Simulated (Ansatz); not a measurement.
Frontier orbitals of triflate, CF3O3S−.

| atom | x (Å) | y (Å) | z (Å) |
| --- | --- | --- | --- |
| O1 | -0.297 | -1.063 | 1.578 |
| S2 | -0.810 | -0.449 | 0.373 |
| O3 | -1.174 | -1.363 | -0.688 |
| O4 | -1.714 | 0.662 | 0.575 |
| C5 | 0.694 | 0.384 | -0.319 |
| F6 | 1.674 | -0.492 | -0.584 |
| F7 | 0.427 | 1.029 | -1.465 |
| F8 | 1.200 | 1.291 | 0.530 |

Total charge -1; spin multiplicity 1. Geometry: relaxed with PBE0-D4/def2-TZVPD. Basis def2-TZVPPD, Ansatz 0.2.0.

```tsv
functional	HOMO (eV)	LUMO (eV)	gap (eV)
PBE	-1.40	3.41	4.81
BLYP	-1.33	3.35	4.68
PBE0	-3.06	3.90	6.96
r2SCAN0	-3.32	4.28	7.60
BHLYP	-4.72	4.14	8.86
CAM-B3LYP	-4.58	4.24	8.82
ωB97M-V	-5.50	4.25	9.75
```

A quarter of exact exchange (PBE0) shifts PBE's HOMO by −1.66 eV and its LUMO by +0.49 eV; full exchange at long range (ωB97M-V) shifts them by −4.10 and +0.84 eV. The gap opens from 4.81 to 9.75 eV, since occupied levels lose self-interaction and empty ones feel all the electrons. A positive LUMO is unbound and depends on the basis.
